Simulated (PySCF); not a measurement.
Input for PySCF: R-MP2/6-31G* on H2SSe2 (SMILES S[Se][SeH]), a point of a torsion scan.

```python
from pyscf import gto, scf, dft, mp
from pyscf.data.elements import chemcore

mol = gto.M(
    atom='''
    S     1.76466065   -0.31190361   -0.16283250
    Se    0.09876253   -1.40017242   -1.10352204
    Se   -0.37803013   -0.20764038   -3.01592826
    H     1.13250916    0.85109644    0.00969184
    H     0.55772411   -0.86839930   -3.91377927
    ''',
    basis='6-31g*',
    cart=True,
    charge=0, spin=0, verbose=3, max_memory=1800)
mf = scf.RHF(mol)
mf.conv_tol = 1e-8
mf.max_cycle = 100
mf.kernel()
if not mf.converged:
    mf = mf.newton().run(mf.mo_coeff, mf.mo_occ)
pt = mp.MP2(mf, frozen=chemcore(mol)).run()
```

Q: Give the final energy of this run.

A: -5198.4135 hartree.
